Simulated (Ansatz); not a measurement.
One geometry of TaS(OSiH3)3 (TaSi3SO3H9), several levels of theory.

```yaml
crystal:
  periodic: [false, false, false]
  atoms:
    - {symbol: Ta, position_ang: [-0.005543, -0.006693, 0.311102]}
    - {symbol: S, position_ang: [-0.069910, -0.048751, 2.495558]}
    - {symbol: O, position_ang: [1.651946, -0.742020, -0.254600]}
    - {symbol: Si, position_ang: [3.168225, -1.450958, -0.127188]}
    - {symbol: H, position_ang: [3.564138, -1.523482, 1.306996]}
    - {symbol: H, position_ang: [4.141572, -0.620070, -0.889721]}
    - {symbol: H, position_ang: [3.102498, -2.818362, -0.715213]}
    - {symbol: O, position_ang: [-0.163343, 1.799124, -0.256534]}
    - {symbol: Si, position_ang: [-0.323560, 3.464277, -0.114614]}
    - {symbol: H, position_ang: [-0.502990, 3.825651, 1.319267]}
    - {symbol: H, position_ang: [-1.510236, 3.892270, -0.906901]}
    - {symbol: H, position_ang: [0.905539, 4.105955, -0.659851]}
    - {symbol: O, position_ang: [-1.455290, -1.041158, -0.349258]}
    - {symbol: Si, position_ang: [-2.830487, -2.002710, -0.295003]}
    - {symbol: H, position_ang: [-3.179888, -2.290340, 1.124132]}
    - {symbol: H, position_ang: [-2.548707, -3.270350, -1.025101]}
    - {symbol: H, position_ang: [-3.943955, -1.272383, -0.963071]}
basis:
  gaussian: {orbitals: def2-TZVP, initial_orbitals: start.molden}
hamiltonian: {xc: pbe, dispersion: d4}
scf: {omitted_lower_state_checks: [starts]}
output: {orbitals: {seedname: orbitals}}
```

The file start.molden holds the orbitals of an earlier run on this structure, at another level or in another basis.

```sh
$ ansatz run in.yaml --threads 2 --pin off --events-out ev --progress --plain --max-ram 32768MiB --backend cuda --devices 0, --max-vram 18GiB
```

Output, abridged:

```
Functional definition: PBE
  name "PBE"
  cite "Perdew, Burke & Ernzerhof, Phys. Rev. Lett. 77, 3865 (1996) doi:10.1103/PhysRevLett.77.3865"
  parent pbe
  parameter kappa = 0.804
  parameter beta = 0.06672455060314922
  exchange = pbe_x(kappa = kappa, mu = beta*pi^2/3)
  correlation = pbe_c(beta = beta)
these checks for a lower state are left out or cut short: starts
2203 factors; their error is unknown
mean field evaluation 1: about -42298.1353 eV, gradient 1.6e1 eV
mean field evaluation 2: about -42298.4011 eV, gradient 2.9e-1 eV
mean field evaluation 4: about -42298.3731 eV, gradient 5.4e-4 eV
mean field -42298.37314692 eV, -1554.4365422822 hartree, gradient 1.7e-5 eV, S^2 0.000000; 0 other end points of the search recorded, 0 dependent functions left out
reference -42298.37321848 eV, -1554.4365449119 hartree; 52, 52 occupied and 283, 283 virtual orbitals, 2203 factors
Total energy: -42298.85756368 eV, -1554.4543442699 hartree
Checks for a lower state left out: starts
```

Hardware: 2 threads of AMD EPYC 7R13 on a shared host and a share (18 GiB) of an NVIDIA H100 80GB HBM3. Wall time 14 s, peak host memory 0.86 GiB.

As the first input, with `gaussian: {orbitals: def2-SVP, initial_orbitals: start.molden}`, `hamiltonian: {xc: pbe0, dispersion: d4}` (abridged; 6.5 s, on the CPU threads alone):

```
Functional definition: PBE0
mean field -42280.18089804 eV, -1553.7679894670 hartree, gradient 1.6e-5 eV, S^2 0.000000
Total energy: -42280.60757529 eV, -1553.7836695667 hartree
Checks for a lower state left out: starts
```

The first input with `hamiltonian: {xc: pbe}`, `correlation: {method: rpa}` and without the key `output` (abridged; 17 s):

```
Functional definition: PBE
mean field -42298.37310416 eV, -1554.4365407108 hartree, gradient 2.3e-6 eV, S^2 0.000000
23 core orbitals not correlated: weight in the atoms' cores, before any rotation towards them, 1.000 or more for the frozen orbitals, at most 0.000 for the correlated occupied ones
Total energy: -42272.08189861 eV, -1553.4703567275 hartree
Checks for a lower state left out: starts
```

The first input with `gaussian: {orbitals: def2-SVP, initial_orbitals: start.molden}`, `correlation: {method: ccsd_t}` and without the key `hamiltonian` (abridged; 21 s):

```
Functional definition: HF
mean field -42186.47390543 eV, -1550.3243210055 hartree, gradient 1.9e-6 eV, S^2 0.000000
23 core orbitals not correlated: weight in the atoms' cores, before any rotation towards them, 1.000 or more for the frozen orbitals, at most 0.000 for the correlated occupied ones
second order -34.63876100 eV of doubles, -0.00000000 eV of singles
cycle   1  -34.33508235 eV  change    3.0e-1 eV  update   2.4e-1
cycle   2  -35.61027625 eV  change    -1.3e0 eV  update   1.1e-1
cycle   3  -36.04797548 eV  change   -4.4e-1 eV  update   4.3e-2
cycle   4  -36.05441433 eV  change   -6.4e-3 eV  update   1.2e-2
cycle   5  -36.03735996 eV  change    1.7e-2 eV  update   4.7e-3
cycle   6  -36.03709412 eV  change    2.7e-4 eV  update   1.7e-3
cycle   7  -36.03767389 eV  change   -5.8e-4 eV  update   8.3e-4
cycle   8  -36.03704653 eV  change    6.3e-4 eV  update   3.0e-4
cycle   9  -36.03723758 eV  change   -1.9e-4 eV  update   1.2e-4
cycle  10  -36.03732192 eV  change   -8.4e-5 eV  update   3.8e-5
cycle  11  -36.03727174 eV  change    5.0e-5 eV  update   1.9e-5
perturbative correction -1.29170050 eV, -0.0474691178 hartree
Total energy: -42223.80287767 eV, -1551.6961354329 hartree
Checks for a lower state left out: starts
```

Geometry: r2SCAN-D4/def2-SVP.

In the def2 sets Ta takes a core potential; there is no spin–orbit coupling. Correlated methods freeze 23 core orbitals; core or outer-core shells of Ta are correlated, in sets that lack core-valence functions.
